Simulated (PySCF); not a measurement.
**Broadened absorption spectrum of selenophene**

Compound: selenophene, C4H4Se.
Z-matrix (Å and degrees, PBE0-D3(BJ)/def2-TZVP geometry), rows numbered from 1:
```
C 
C   1  1.4234
C   2  1.3575  1  114.80
Se  3  1.8512  2  111.44  1    -0.03
C   1  1.3575  2  114.75  3     0.04
H   1  1.0830  2  122.81  3  -179.84
H   2  1.0831  1  122.78  3  -179.97
H   3  1.0791  2  127.66  1  -179.85
H   5  1.0790  1  127.66  2  -179.77
```

Computed, not measured: TDDFT CAM-B3LYP/aug-cc-pVTZ, vertical, gas phase, core orbitals frozen in the response (PySCF 2.14.0, density-fitted response routines). Geometry: PBE0-D3(BJ)/def2-TZVP; no solvent, vibrations or thermal averaging. Relativistic effects, spin–orbit coupling among them, are left out although an element past zinc is present.

Each state is given a Gaussian of 0.4 eV full width at half maximum, with ε(max) = 2.175×10⁸ f / Δν̃ (Δν̃ the width in cm⁻¹). The width is an assumption, not a result. The curve ends short of the highest state used, and states not computed would add to its high-energy end.

```json
{"λ (nm)": "196.9", "ε (L mol⁻¹ cm⁻¹)": "685"}
{"λ (nm)": "198.9", "ε (L mol⁻¹ cm⁻¹)": "541"}
{"λ (nm)": "200.9", "ε (L mol⁻¹ cm⁻¹)": "510"}
{"λ (nm)": "202.9", "ε (L mol⁻¹ cm⁻¹)": "540"}
{"λ (nm)": "204.9", "ε (L mol⁻¹ cm⁻¹)": "638"}
{"λ (nm)": "206.9", "ε (L mol⁻¹ cm⁻¹)": "870"}
{"λ (nm)": "208.9", "ε (L mol⁻¹ cm⁻¹)": "1341"}
{"λ (nm)": "210.9", "ε (L mol⁻¹ cm⁻¹)": "2166"}
{"λ (nm)": "212.9", "ε (L mol⁻¹ cm⁻¹)": "3429"}
{"λ (nm)": "214.9", "ε (L mol⁻¹ cm⁻¹)": "5129"}
{"λ (nm)": "216.9", "ε (L mol⁻¹ cm⁻¹)": "7138"}
{"λ (nm)": "218.9", "ε (L mol⁻¹ cm⁻¹)": "9193"}
{"λ (nm)": "220.8", "ε (L mol⁻¹ cm⁻¹)": "10869"}
{"λ (nm)": "222.8", "ε (L mol⁻¹ cm⁻¹)": "12019"}
{"λ (nm)": "224.8", "ε (L mol⁻¹ cm⁻¹)": "12322"}
{"λ (nm)": "226.8", "ε (L mol⁻¹ cm⁻¹)": "11739"}
{"λ (nm)": "228.8", "ε (L mol⁻¹ cm⁻¹)": "10420"}
{"λ (nm)": "230.8", "ε (L mol⁻¹ cm⁻¹)": "8641"}
{"λ (nm)": "232.8", "ε (L mol⁻¹ cm⁻¹)": "6712"}
{"λ (nm)": "234.8", "ε (L mol⁻¹ cm⁻¹)": "4897"}
{"λ (nm)": "236.8", "ε (L mol⁻¹ cm⁻¹)": "3365"}
{"λ (nm)": "238.8", "ε (L mol⁻¹ cm⁻¹)": "2184"}
{"λ (nm)": "240.8", "ε (L mol⁻¹ cm⁻¹)": "1341"}
{"λ (nm)": "242.8", "ε (L mol⁻¹ cm⁻¹)": "782"}
{"λ (nm)": "244.8", "ε (L mol⁻¹ cm⁻¹)": "434"}
{"λ (nm)": "246.8", "ε (L mol⁻¹ cm⁻¹)": "229"}
{"λ (nm)": "248.7", "ε (L mol⁻¹ cm⁻¹)": "120"}
{"λ (nm)": "250.7", "ε (L mol⁻¹ cm⁻¹)": "58"}
{"λ (nm)": "252.7", "ε (L mol⁻¹ cm⁻¹)": "27"}
{"λ (nm)": "254.7", "ε (L mol⁻¹ cm⁻¹)": "12"}
```

(1) Where are the band maxima, and which computed states make them?

(2) On this curve, what absorbance would a 10⁻⁵ mol/L sample give at 222 nm over a 1 cm path?

(3) Coming from long wavelengths, where does ε first pass 100 L mol⁻¹ cm⁻¹?

## Answers

(1) 224 nm (5.52 eV), ε about 12000, made up of S2 (67%) and S3 (32%) (ε in L mol⁻¹ cm⁻¹; maxima over ε = 5, shares over 10%). At its high-energy end, 6.30 eV, the curve is still rising (ε about 700, from S6 and S7). The states used: S1 5.47 eV (f 0.0004); S2 5.48 eV (f 0.125); S3 5.60 eV (f 0.065); S4 5.80 eV (f 0.0063); S5 6.09 eV (f 0.0000); S6 6.15 eV (f 0.0058); S7 6.65 eV (f 0.053); S8 6.76 eV (f 0.0037); S9 6.79 eV (f 0.0000); S10 6.90 eV (f 0.0000).

(2) 222 nm is 5.585 eV, where ε is about 12000 L mol⁻¹ cm⁻¹, so A = ε c l ≈ 0.12 (Beer–Lambert, with the gas-phase spectrum and the assumed width).

(3) At about 249 nm (4.98 eV), 0.49 eV below S1.

Hardware: Arm Neoverse V1, one thread, shared host with 32 logical CPUs at a one-minute load of 9.1. Cost: 65 s wall, 1.5 GiB resident at most.
